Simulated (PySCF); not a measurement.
C₄H₇FO, SMILES C[C@@]1(F)CCO1.

The structure is a stationary point at PBE-D3(BJ)/def2-SVP. The structure was generated by enumeration; whether it is a known compound was not checked.

All values below come from PBE-D3(BJ)/def2-SVP in PySCF.

Harmonic, unscaled wavenumbers; measured fundamentals usually lie a few per cent lower.

```json
[
 {"mode": "1", "ν (cm⁻¹)": "84", "IR (km/mol)": "0.8", "moving atoms (share of kinetic energy)": "H 40 %, C 38 %, O 14 %, F 9 %"},
 {"mode": "2", "ν (cm⁻¹)": "230", "IR (km/mol)": "0.7", "moving atoms (share of kinetic energy)": "H 93 %"},
 {"mode": "3", "ν (cm⁻¹)": "298", "IR (km/mol)": "2.2", "moving atoms (share of kinetic energy)": "H 40 %, C 35 %, O 15 %, F 11 %"},
 {"mode": "4", "ν (cm⁻¹)": "364", "IR (km/mol)": "1.2", "moving atoms (share of kinetic energy)": "C 32 %, F 31 %, H 28 %, O 9 %"},
 {"mode": "5", "ν (cm⁻¹)": "432", "IR (km/mol)": "5.5", "moving atoms (share of kinetic energy)": "C 33 %, H 29 %, F 25 %, O 13 %"},
 {"mode": "6", "ν (cm⁻¹)": "489", "IR (km/mol)": "2.9", "moving atoms (share of kinetic energy)": "F 34 %, O 32 %, C 23 %, H 12 %"},
 {"mode": "7", "ν (cm⁻¹)": "661", "IR (km/mol)": "6.4", "moving atoms (share of kinetic energy)": "C 55 %, F 19 %, H 18 %, O 8 %"},
 {"mode": "8", "ν (cm⁻¹)": "754", "IR (km/mol)": "1.7", "moving atoms (share of kinetic energy)": "H 84 %, C 12 %"},
 {"mode": "9", "ν (cm⁻¹)": "859", "IR (km/mol)": "25.7", "moving atoms (share of kinetic energy)": "C 47 %, H 43 %, F 9 %"},
 {"mode": "10", "ν (cm⁻¹)": "866", "IR (km/mol)": "35.2", "moving atoms (share of kinetic energy)": "C 37 %, O 33 %, H 29 %"},
 {"mode": "11", "ν (cm⁻¹)": "906", "IR (km/mol)": "36.7", "moving atoms (share of kinetic energy)": "H 46 %, C 27 %, F 17 %, O 10 %"},
 {"mode": "12", "ν (cm⁻¹)": "940", "IR (km/mol)": "6.7", "moving atoms (share of kinetic energy)": "H 64 %, C 30 %"},
 {"mode": "13", "ν (cm⁻¹)": "981", "IR (km/mol)": "13.4", "moving atoms (share of kinetic energy)": "C 54 %, H 33 %, O 13 %"},
 {"mode": "14", "ν (cm⁻¹)": "1009", "IR (km/mol)": "94.8", "moving atoms (share of kinetic energy)": "C 50 %, O 39 %, H 11 %"},
 {"mode": "15", "ν (cm⁻¹)": "1122", "IR (km/mol)": "5.7", "moving atoms (share of kinetic energy)": "H 79 %, C 16 %"},
 {"mode": "16", "ν (cm⁻¹)": "1124", "IR (km/mol)": "72.9", "moving atoms (share of kinetic energy)": "C 60 %, H 34 %"},
 {"mode": "17", "ν (cm⁻¹)": "1154", "IR (km/mol)": "13.9", "moving atoms (share of kinetic energy)": "H 69 %, C 29 %"},
 {"mode": "18", "ν (cm⁻¹)": "1169", "IR (km/mol)": "2.2", "moving atoms (share of kinetic energy)": "H 58 %, C 41 %"},
 {"mode": "19", "ν (cm⁻¹)": "1205", "IR (km/mol)": "75.2", "moving atoms (share of kinetic energy)": "C 57 %, H 39 %"},
 {"mode": "20", "ν (cm⁻¹)": "1264", "IR (km/mol)": "61.0", "moving atoms (share of kinetic energy)": "C 56 %, H 43 %"},
 {"mode": "21", "ν (cm⁻¹)": "1306", "IR (km/mol)": "10.3", "moving atoms (share of kinetic energy)": "H 62 %, C 34 %"},
 {"mode": "22", "ν (cm⁻¹)": "1352", "IR (km/mol)": "59.3", "moving atoms (share of kinetic energy)": "H 54 %, C 46 %"},
 {"mode": "23", "ν (cm⁻¹)": "1394", "IR (km/mol)": "13.6", "moving atoms (share of kinetic energy)": "H 90 %, C 10 %"},
 {"mode": "24", "ν (cm⁻¹)": "1403", "IR (km/mol)": "2.1", "moving atoms (share of kinetic energy)": "H 96 %"},
 {"mode": "25", "ν (cm⁻¹)": "1406", "IR (km/mol)": "2.2", "moving atoms (share of kinetic energy)": "H 90 %, C 10 %"},
 {"mode": "26", "ν (cm⁻¹)": "1459", "IR (km/mol)": "0.8", "moving atoms (share of kinetic energy)": "H 88 %, C 11 %"},
 {"mode": "27", "ν (cm⁻¹)": "2964", "IR (km/mol)": "66.9", "moving atoms (share of kinetic energy)": "H 95 %"},
 {"mode": "28", "ν (cm⁻¹)": "2988", "IR (km/mol)": "4.3", "moving atoms (share of kinetic energy)": "H 97 %"},
 {"mode": "29", "ν (cm⁻¹)": "3017", "IR (km/mol)": "27.8", "moving atoms (share of kinetic energy)": "H 90 %, C 10 %"},
 {"mode": "30", "ν (cm⁻¹)": "3029", "IR (km/mol)": "10.9", "moving atoms (share of kinetic energy)": "H 94 %"},
 {"mode": "31", "ν (cm⁻¹)": "3089", "IR (km/mol)": "5.5", "moving atoms (share of kinetic energy)": "H 90 %, C 10 %"},
 {"mode": "32", "ν (cm⁻¹)": "3094", "IR (km/mol)": "7.1", "moving atoms (share of kinetic energy)": "H 90 %, C 10 %"},
 {"mode": "33", "ν (cm⁻¹)": "3102", "IR (km/mol)": "7.8", "moving atoms (share of kinetic energy)": "H 90 %, C 10 %"}
]
```
